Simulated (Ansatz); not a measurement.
An elementary step

Start structure (GeHCl2F, singlet), relaxed at PBE0-D4/def2-TZVP:

```xyz
5
angstrom
Ge -0.2629 -1.2198 -0.2854
Cl 1.8652 -1.2361 0.1977
Cl -0.2913 0.5711 -1.6488
H -0.6072 1.2253 0.4973
F -0.7038 0.6594 1.2393
```

The step: GeCl₂ + HF → GeClF + HCl; bonds formed: Ge1–F5, Cl3–H4; bonds broken: Ge1–Cl3, H4–F5. Computed with Ansatz 0.2.0 (basis: def2-TZVPP and def2-QZVPP); correlated methods freeze the cores. Filled d shells of the heavier atoms are correlated. The def2 sets are not built for correlating such inner shells, so the correlated values are less sure here. Extrapolation: Hartree–Fock as exp(−7.88 √X), correlation as X^−2.97. Energies below are by CCSD(T) at an estimated basis limit (MP2 extrapolated from triple and quadruple zeta, plus CCSD(T) − MP2 in triple zeta).

(1) What are the electronic barrier and the energy of the step, from the start structure to the end structure? (To be estimated.)

The T1 diagnostic stays at or below 0.013.

Answers

(1) By the calculation: Barrier 11.30 kcal/mol; step energy 2.87 kcal/mol (uphill); reverse barrier, their difference, 8.42 kcal/mol. Barrier and step energy count from the start structure, the reverse barrier from the end structure.

The saddle point: One imaginary mode of 500i cm⁻¹.
```csv
pair,start (Å),saddle (Å),end (Å)
Ge1–F5,2.46,1.94,1.77
Cl3–H4,2.27,1.46,1.29
Ge1–Cl3,2.25,2.57,2.99
H4–F5,0.94,1.27,2.29
```

Zero-point energy (harmonic, PBE0-D4): ZPE is 8.69 kcal/mol at the start and 6.34 kcal/mol at the saddle, so the barrier goes from 11.30 to 8.95 kcal/mol.

For scale, one of the runs: CCSD(T)/def2-TZVPP, 177 basis functions, launched by `ansatz run in.yaml --threads 4 --pin off --events-out ev --progress --plain --max-ram 9574MiB`. Time: 12 s of wall clock on 4 CPU threads of an AMD EPYC 9R45; the host was shared. Peak host memory: 1.6 GiB.
